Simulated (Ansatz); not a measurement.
`C#[C][Ge]([F])([Cl])[Cl]` + HCl → `[F][Ge]([Cl])([Cl])[Cl]` + `C#C` at 600 K and 1 bar (ligand exchange at a Ge–C bond).

Computed with Ansatz on PBE0-D4/def2-TZVP structures; ΔE is electronic, products minus reactants. CBS: MP2 limit from def2 TZ/QZ plus the TZ coupled-cluster correction, frozen cores. This one scheme is used for every species. For Ge outer-core shells are correlated without core-valence functions, which leaves a few kJ/mol of doubt a bond. Scalar relativity is left out up to krypton.

| species | CCSD(T)/CBS energy (Eh) | H − E (kJ/mol) | S (J/(mol·K)) |
| --- | --- | --- | --- |
| `C#[C][Ge]([F])([Cl])[Cl]` | -3172.22888 | 124.9 | 464.0 |
| HCl | -460.38127 | 35.4 | 207.2 |
| `[F][Ge]([Cl])([Cl])[Cl]` | -3555.40119 | 68.0 | 418.1 |
| `C#C` | -77.22717 | 96.2 | 235.4 |

H − E and S are ideal-gas, rigid-rotor, harmonic terms from PBE0-D4/def2-TZVP. 1 Eh = 2625.50 kJ/mol, R = 8.31446 J/(mol·K).

Q: By hand: ΔE, ΔH, ΔS and ΔG.

A: ΔE = (-3555.40119) + (-77.22717) − (-3172.22888) − (-460.38127) = -0.01821 Eh = -47.8 kJ/mol. Δ(H − E) = 68.0 + 96.2 − 124.9 − 35.4 = 3.9, so ΔH = -43.9 kJ/mol. ΔS = 418.1 + 235.4 − 464.0 − 207.2 = -17.7 J/(mol·K). ΔG = -43.9 − 600 × (-17.7)/1000 = -33.3 kJ/mol.

Q: By hand: the equilibrium constant, and the temperature at which ΔG would vanish if ΔH and ΔS stayed fixed.

A: log₁₀ K = −ΔG/(RT ln 10) = 2.9. ΔG = 0 at ΔH/ΔS = 2480 K, though so small a ΔS makes that figure unsure.

ΔH outweighs TΔS. A doubt of 5 kJ/mol in ΔE shifts log₁₀ K by 0.4 here. These are equilibria of isolated gas molecules and say nothing of rates. Largest T1 diagnostic: 0.013 (customary marks: 0.02 for closed shells, 0.045 for open ones).
